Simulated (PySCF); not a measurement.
**`C#CC[P+](C)(C)CP`, [C$_{6}$H$_{13}$P$_{2}$]+, charge +1**

Molfile (atoms numbered from 1):
```
C6H13P2
     RDKit          3D

 21 20  0  0  0  0  0  0  0  0999 V2000
   -1.1925    2.9078    0.1117 C   0  0  0  0  0  0  0  0  0  0  0  0
   -1.1829    1.7883    0.5350 C   0  0  0  0  0  0  0  0  0  0  0  0
   -1.1443    0.4228    1.0204 C   0  0  0  0  0  0  0  0  0  0  0  0
   -0.1844   -0.5742   -0.1652 P   0  0  0  0  0  0  0  0  0  0  0  0
   -1.0625   -0.5946   -1.7449 C   0  0  0  0  0  0  0  0  0  0  0  0
   -0.0048   -2.2531    0.4736 C   0  0  0  0  0  0  0  0  0  0  0  0
    1.4517    0.1798   -0.3857 C   0  0  0  0  0  0  0  0  0  0  0  0
    2.2658    0.3535    1.3224 P   0  0  0  0  0  0  0  0  0  0  0  0
   -1.2261    3.9011   -0.2277 H   0  0  0  0  0  0  0  0  0  0  0  0
   -0.6620    0.3767    2.0037 H   0  0  0  0  0  0  0  0  0  0  0  0
   -2.1575    0.0140    1.0974 H   0  0  0  0  0  0  0  0  0  0  0  0
   -0.4690   -1.1203   -2.4926 H   0  0  0  0  0  0  0  0  0  0  0  0
   -2.0216   -1.0993   -1.6287 H   0  0  0  0  0  0  0  0  0  0  0  0
   -1.2337    0.4314   -2.0727 H   0  0  0  0  0  0  0  0  0  0  0  0
    0.5299   -2.8660   -0.2515 H   0  0  0  0  0  0  0  0  0  0  0  0
    0.5582   -2.2303    1.4073 H   0  0  0  0  0  0  0  0  0  0  0  0
   -0.9897   -2.6860    0.6497 H   0  0  0  0  0  0  0  0  0  0  0  0
    1.3480    1.1376   -0.8999 H   0  0  0  0  0  0  0  0  0  0  0  0
    2.0478   -0.4976   -1.0043 H   0  0  0  0  0  0  0  0  0  0  0  0
    3.4890    0.7622    0.8031 H   0  0  0  0  0  0  0  0  0  0  0  0
    1.8317    1.6629    1.5209 H   0  0  0  0  0  0  0  0  0  0  0  0
  1  2  3  0
  2  3  1  0
  3  4  1  0
  4  5  1  0
  4  6  1  0
  4  7  1  0
  7  8  1  0
  1  9  1  0
  3 10  1  0
  3 11  1  0
  5 12  1  0
  5 13  1  0
  5 14  1  0
  6 15  1  0
  6 16  1  0
  6 17  1  0
  7 18  1  0
  7 19  1  0
  8 20  1  0
  8 21  1  0
M  CHG  1   4   1
M  END
```

Computed, not measured: GIAO PBE/pcSseg-1 magnetisability, rotational g tensor and spin-rotation constants, non-relativistic, gas phase (PySCF 2.14.0). Geometry: GFN2-xTB.

For an ion the centre-of-mass motion in the field is neglected.

Question: Give the nuclear spin-rotation constants along the inertial axes (H = +C I·J) beside the isotropic shieldings.

Answer: Rotational constants 1.4537, 1.2535, 0.8544 GHz. A star marks the isotopologue with that one atom substituted, in its own axes.
| atom | isotope | Caa (kHz) | Cbb (kHz) | Ccc (kHz) | mean (kHz) | σ (ppm) |
| --- | --- | --- | --- | --- | --- | --- |
| P4 | 31P | 2.395 | 2.085 | 1.471 | 1.984 | 276.8 |
| P8 | 31P | 1.600 | 1.395 | 0.992 | 1.329 | 502.8 |
| H9 | 1H | -0.146 | -0.064 | -0.083 | -0.098 | 29.5 |
| H10 | 1H | -0.084 | -0.133 | -0.052 | -0.090 | 28.1 |
| H11 | 1H | -0.086 | -0.118 | -0.067 | -0.090 | 28.5 |
| H12 | 1H | -0.158 | -0.106 | -0.050 | -0.105 | 29.8 |
| H13 | 1H | -0.111 | -0.110 | -0.075 | -0.099 | 29.8 |
| H14 | 1H | -0.114 | -0.076 | -0.083 | -0.091 | 29.0 |
| H15 | 1H | -0.162 | -0.082 | -0.067 | -0.104 | 30.0 |
| H16 | 1H | -0.073 | -0.127 | -0.072 | -0.090 | 28.9 |
| H17 | 1H | -0.122 | -0.113 | -0.069 | -0.101 | 30.0 |
| H18 | 1H | -0.127 | -0.084 | -0.058 | -0.089 | 28.2 |
| H19 | 1H | -0.136 | -0.096 | -0.073 | -0.102 | 29.9 |
| H20 | 1H | -0.101 | -0.136 | -0.029 | -0.089 | 28.0 |
| H21 | 1H | -0.115 | -0.017 | -0.104 | -0.079 | 28.2 |
| C1 | 13C* | 0.407 | 0.244 | 0.224 | 0.292 | 97.0 |
| C2 | 13C* | 0.389 | 0.197 | 0.208 | 0.264 | 113.1 |
| C3 | 13C* | 0.217 | 0.169 | 0.126 | 0.171 | 163.9 |
| C5 | 13C* | 0.177 | 0.177 | 0.117 | 0.157 | 170.7 |
| C7 | 13C* | 0.194 | 0.181 | 0.115 | 0.163 | 168.5 |

For the geometry as given, no vibrational averaging.

Question: How do the rotational constants and the g tensor change when H9, H10, H11, H12, H13, H14, H15, H16, H17, H18, H19, H20, H21 are replaced by deuterium?

Answer: Constants 1.2093, 1.0886, 0.7494 GHz; g 0.0102, 0.0069, 0.0062, against 0.0124, 0.0080, 0.0071 before.
